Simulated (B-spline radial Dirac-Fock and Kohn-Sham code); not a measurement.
Dipole and non-dipole photoemission parameters of Hg⁺ 4p3/2

System: the Hg⁺ ion in the configuration 1s2 2s2 2p6 3s2 3p6 3d10 4s2 4p6 4d10 4f14 5s2 5p6 5d10 6s1; threshold 576.3 eV (orbital energy of the model). Method: Dirac-Hartree-Slater photoionisation with a Latter tail; cross sections with all multipoles, angular parameters from the dipole term and its interference with E2. Computed with a radial atomic solver.

| hν (eV) | σ (kb) | β | γ | δ |
| --- | --- | --- | --- | --- |
| 643 | 203 | -0.297 | -0.264 | 0.113 |
| 657 | ? | ? | ? | ? |
| 800 | 169 | 0.508 | 0.068 | 0.100 |
| 933 | 146 | 0.833 | 0.246 | 0.071 |
| 1110 | 120 | 1.085 | 0.343 | 0.044 |
| 1253.6 | 104 | 1.217 | 0.356 | 0.030 |
| 1640 | 71.4 | 1.426 | 0.279 | 0.009 |
| 1800 | 62.2 | 1.480 | 0.234 | 0.006 |
| 2000 | 52.9 | 1.532 | 0.178 | 0.003 |
| 2900 | 28.4 | 1.660 | 0.002 | 0.001 |
| 3400 | 21.3 | 1.695 | -0.039 | 0.003 |
| 5414.7 | 8.54 | 1.747 | 0.034 | 0.011 |
| 5520 | 8.20 | 1.748 | 0.044 | 0.011 |
| 6310 | 6.17 | 1.750 | 0.130 | 0.014 |
| 8047.8 | 3.61 | 1.743 | 0.350 | 0.019 |
| 9251.7 | 2.63 | 1.733 | 0.513 | 0.022 |
| 12000 | 1.42 | 1.702 | 0.882 | 0.029 |

Question: Give the values at 657 eV.

Answer: σ = 199 kb, β = -0.190, γ = -0.244, δ = 0.119.
